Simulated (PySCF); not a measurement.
# `C=[CH][GeH2][S][GeH2][NH2]` in a uniform electric field

Species: C2H9Ge2NS.
SMILES with atom numbers: `[CH2:1]=[CH:2][GeH2:3][S:4][GeH2:5][NH2:6]` (hydrogens: H7, H8 on C1; H9 on C2; H10, H11 on Ge3; H12, H13 on Ge5; H14, H15 on N6)

Cartesian coordinates in Å at the PBE0-D3(BJ)/def2-SVP level; atoms count from 1:
```xyz
15
C2H9Ge2NS angstrom
C     -2.4467    1.7171    0.2719
C     -1.3212    1.0251    0.4651
Ge    -1.2209   -0.8957    0.2709
S      0.1615   -1.5153   -1.3875
Ge     2.0729   -1.2631   -0.2939
N      2.0626    0.4119    0.4646
H     -3.3869    1.2330   -0.0167
H     -2.4842    2.8058    0.3949
H     -0.3888    1.5285    0.7442
H     -2.6025   -1.4444   -0.1327
H     -0.7176   -1.5659    1.5655
H      2.1979   -2.2428    0.8873
H      3.1731   -1.5045   -1.3500
H      2.1778    1.1812   -0.1902
H      2.7125    0.5327    1.2376
```

Level: wB97X-D/def2-SVPD (PySCF); nuclei fixed, core orbitals frozen in the response. Permanent dipole (1.252, 1.618, 1.368) D (1 au = 2.5417 D). Static polarisability (au):

```
x   136.80 -15.94  -2.74
y   -15.94 114.35   6.45
z    -2.74   6.45  98.97
```

Only the terms in μ and α are kept: μ(F) = μ + αF and ΔE = −μ·F − ½ F·αF.

What do fields of 0.154 V/Å (0.003 au) along the six axis directions do?

```
field along  induced x (D)  induced y (D)  induced z (D)  total size (D)  −μ·F (kJ/mol)  −½F·αF (kJ/mol)
         +x          1.043         -0.122         -0.021           3.053         -3.880           -1.616
         −x         -1.043          0.122          0.021           2.236         +3.880           -1.616
         +y         -0.122          0.872          0.049           3.080         -5.014           -1.351
         −y          0.122         -0.872         -0.049           2.045         +5.014           -1.351
         +z         -0.021          0.049          0.755           2.967         -4.239           -1.169
         −z          0.021         -0.049         -0.755           2.111         +4.239           -1.169
```

For the field (0.0015, 0.0003, -0.0003) au, what is the induced dipole, and what angle does it make with the field?

αF = (0.512, 0.022, -0.081) D, at 9.0° to the field. The polarisability along this direction, F·αF/F², is 129.20 au, against a mean of 116.71 au.

At what field along the permanent dipole would the induced dipole along it equal the permanent one, in this linear picture?

The polarisability along the dipole is 107.91 au, so F = 0.9683 au / 107.91 au = 0.0090 au = 0.46 V/Å; higher-order terms are ignored.

What field makes μF equal to kT at 400 K?

kT = 1.2667 × 10⁻³ Eh, so F = 0.00131 au = 6.73 MV/cm.

A unit point charge sits 6 Å away. Estimate the induction energy −αe²/2R⁴ with the mean polarisability, treating the molecule as a point.

R = 11.34 bohr, so the energy is −116.7/(2 × 11.34⁴) Eh = -9.27 kJ/mol. The charge–dipole term at its most favourable orientation, −μe/R², is -19.8 kJ/mol.

One conformer (not necessarily the lowest) at the PBE0-D3(BJ)/def2-SVP geometry, without solvent, vibrations or thermal averaging. The calculation is non-relativistic, for germanium too.

These values come from a run that also computed excited states and ΔSCF ions. Hardware: one thread, Arm Neoverse V1, on a shared host. Cost: 5.7 min of wall time.

Note: wB97X-D ran without an empirical dispersion term, which enters the total energy and its gradient alone.
